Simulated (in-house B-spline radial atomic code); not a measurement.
Inner-shell binding energies (edges) and X-ray emission energies of free atoms and ions, as differences of relaxed hole-state energies with first-order Breit, QED and recoil terms, without correlation or multiplet splittings, in NIST's listed ground configurations. For neutral atoms such line energies lie within some 1 to 5 eV of tabulated X-ray lines (up to 20 eV for the heaviest). Removing outer electrons raises all edges nearly alike, so lines move far less than edges. K = 1s, L1 = 2s. A dash marks a subshell that is part filled or wasn't run, or a line left out. Computed with a B-spline radial code for spherical atoms: Dirac-Hartree-Fock, average of the configuration, finite nuclei.

```tsv
ion	configuration	K edge (eV)	L1 edge (eV)
Mg	[Ne] 3s2	1310.82	97.817
Mg2+	[He] 2s2 2p6	1333.98	119.63
Mg3+	[He] 2s2 2p5	1374.12	147.85
Mg4+	[He] 2s2 2p4	1418.96	178.5
Mg5+	[He] 2s2 2p3	1468.39	211.48
Mg6+	[He] 2s2 2p2	1522.32	246.73
Mg7+	[He] 2s2 2p1	1580.67	284.22
```
